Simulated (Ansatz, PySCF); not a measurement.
This Ansatz (a first-principles code) input computes a CAM-B3LYP/def2-TZVPD energy:

Ansatz 0.2 input:
```yaml
crystal:
  periodic: [false, false, false]
  atoms:
    - {symbol: Si, position_ang: [-0.00000000, -0.00000000, -1.08888770]}
    - {symbol: S, position_ang: [0.00000000, 0.00000000, 0.95277674]}
basis:
  gaussian:
    orbitals: def2-TZVPD
hamiltonian:
  xc: {name: CAM-B3LYP}
total_charge: -1
magnetization: {spin_polarized: true, initial_magnetization: 1}
output: {forces: true}
```

Problem. Write an input for the same energy in PySCF and say what it gives.

Solution. 
```python
from pyscf import gto, scf, dft

mol = gto.M(
    atom='''
    Si   -0.00000000   -0.00000000   -1.08888770
    S     0.00000000    0.00000000    0.95277674
    ''',
    basis='def2-tzvpd',
    charge=-1,
    spin=1,
    symmetry='C2v',
    verbose=4,
)

mf = dft.UKS(mol, xc='camb3lyp').density_fit(auxbasis='def2-universal-jkfit')
mf.grids.level = 3
mf.conv_tol = 1e-9
mf.max_cycle = 100
mf.max_memory = 1500
mf.kernel()
if not mf.converged:
    mf = mf.newton()
    mf.kernel(mf.make_rdm1())
mf.analyze()
```
It gives -687.74755 Eh, and Ansatz -687.74753 Eh, a difference of 0.02 mEh, from the treatment of integrals and grids.
